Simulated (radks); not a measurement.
Problem. The mean radii <r> (bohr) of the occupied orbitals of an atom or ion are listed with their occupations. All-electron calculation, scalar-relativistic Kohn-Sham, SCAN, spin-polarised, spherical densities, finite nucleus; meta-GGA in the generalised Kohn-Sham scheme; Fermi nuclear charge, rms radius of each element as measured or else 0.836 A^(1/3) + 0.57 fm. Program: a radial shooting solver on a logarithmic mesh with Libxc functionals.

| orbital | occ. | <r> |
|---|---|---|
| 1s down | 1 | 0.01632 |
| 1s up | 1 | 0.01632 |
| 2s up | 1 | 0.06873 |
| 2s down | 1 | 0.06872 |
| 2p up | 3 | 0.06234 |
| 2p down | 3 | 0.06234 |
| 3s up | 1 | 0.1771 |
| 3s down | 1 | 0.1769 |
| 3p up | 3 | 0.1788 |
| 3p down | 3 | 0.1785 |
| 3d up | 5 | 0.1621 |
| 3d down | 5 | 0.1618 |
| 4s up | 1 | 0.3794 |
| 4s down | 1 | 0.3804 |
| 4p up | 3 | 0.3990 |
| 4p down | 3 | 0.4002 |
| 4d up | 5 | 0.4086 |
| 4d down | 5 | 0.4103 |
| 4f up | 7 | 0.3966 |

Name the element and its charge. Open shells, if any, are filled with parallel spins first.

Solution. Z = 81, thallium, charge +28: Tl28+ in [Kr] 4d10 4f7. The 1s radius gives Z: for a bare nucleus <r> = (2 gamma + 1)/(2Z) with gamma = sqrt(1 - (Z/c)^2), 0.01613 bohr for Z = 81, and screening makes it slightly larger (0.01632 here). The occupations add up to 53, and the charge is Z minus that.
